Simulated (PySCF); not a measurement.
Isomers of C2H5N. Isolated molecules, 0 K electronic values unless said otherwise. One relaxed conformer stands for each flexible species; it need not be the lowest. Strings in code marks are SMILES.

Quantity: vertical ionisation energy (energy after one electron is removed minus that of the parent at the parent's geometry), in eV.

Case: `C=CN`. Geometry of `C=CN` (neutral, multiplicity 1, Å):

```xyz
8

C      1.1236     0.3241     0.2510
C     -0.0473    -0.3082     0.3181
N     -1.0618    -0.2679    -0.6176
H      1.8750     0.1595     1.0094
H      1.3666     0.9996    -0.5623
H     -0.2505    -0.9802     1.1473
H     -1.9918    -0.4147    -0.2633
H     -1.0137     0.4878    -1.2826
```

Question: What vertical ionisation energy (energy after one electron is removed minus that of the parent at the parent's geometry) does PBE-D3(BJ)/def2-TZVP // PBE0-D3(BJ)/def2-TZVP (PySCF) give?

Answer: 8.32 eV.
